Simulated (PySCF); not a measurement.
Electric field gradients and quadrupole coupling constants

C₅H₈F₅O (charge +1).
Atom-mapped SMILES: `[CH3:1][O+:2]([CH2:3][CH:4]([F:5])[F:6])[CH2:7][C:8]([F:9])([F:10])[F:11]` (hydrogens: H12, H13, H14 on C1; H15, H16 on C3; H17 on C4; H18, H19 on C7)

Cartesian coordinates in Å at the PBE0-D3(BJ)/def2-SVP level; atoms count from 1:
```xyz
19
C5H8F5O angstrom
C     -0.2803   -1.0967   -1.3793
O      0.0043   -0.2392   -0.2165
C      0.9419    0.8750   -0.3757
C      2.3028    0.4114    0.0976
F      2.6723   -0.6604   -0.6239
F      2.2044    0.0383    1.3877
C     -0.7738   -0.3554    1.0034
C     -2.0929    0.3871    0.8493
F     -1.8648    1.6756    0.5978
F     -2.7826    0.2663    1.9612
F     -2.7864   -0.1150   -0.1681
H     -0.9384   -0.5461   -2.0620
H      0.6915   -1.3417   -1.8193
H     -0.7705   -1.9938   -0.9888
H      0.9403    1.1391   -1.4408
H      0.5506    1.7160    0.2095
H      3.0576    1.2107   -0.0032
H     -0.9383   -1.4251    1.1833
H     -0.1646    0.0622    1.8134
```

Field gradients from the PBE0/pcSseg-1 density (PySCF, non-relativistic), principal values in atomic units, ordered |Vxx| ≤ |Vyy| ≤ |Vzz|:

```tsv
atom	Vxx	Vyy	Vzz
O2	1.2314	1.3729	-2.6043
```

Q: Find the asymmetry η = (Vxx − Vyy)/Vzz and the couplings χ = eQV/h (234.96 MHz × Q in barn × V in au), with Q(17O) = −0.0256 b.

A: 
| atom | environment | nucleus | η | χzz (MHz) | χxx (MHz) | χyy (MHz) |
| --- | --- | --- | --- | --- | --- | --- |
| O2 | oxonium oxygen | 17O | 0.05 | 15.66 | -7.41 | -8.26 |

The tensor is traceless: Vxx + Vyy + Vzz = 0.

Q: What is Vzz at O2 in SI units (1 au = 9.71736 × 10²¹ V/m²)?

A: -2.6043 au = -25.307 × 10²¹ V/m².

Q: What couplings would deuterons (Q(2H) = 0.00286 b) have in place of the hydrogens, at this geometry?

A: 
```
atom  bonded to  bond length (Å)  Vzz (au)     η  χzz (kHz)
 H12         C1            1.097    0.2760  0.13        185
 H13         C1            1.094    0.2758  0.13        185
 H14         C1            1.094    0.2805  0.15        189
 H15         C3            1.097    0.2709  0.13        182
 H16         C3            1.097    0.2693  0.13        181
 H17         C4            1.104    0.2539  0.01        171
 H18         C7            1.097    0.2710  0.11        182
 H19         C7            1.096    0.2686  0.11        180
```

Geometry: PBE0-D3(BJ)/def2-SVP, one conformer, isolated ion. A larger basis could move these couplings by a tenth or more.

These values come from a run that also computed NMR shieldings. On 2 threads, Intel Xeon Platinum 8488C (x86_64), shared host, this took 34 s wall, 83 s CPU (with the writing of density and orbital grids) and 1.9 GiB of memory at its peak.
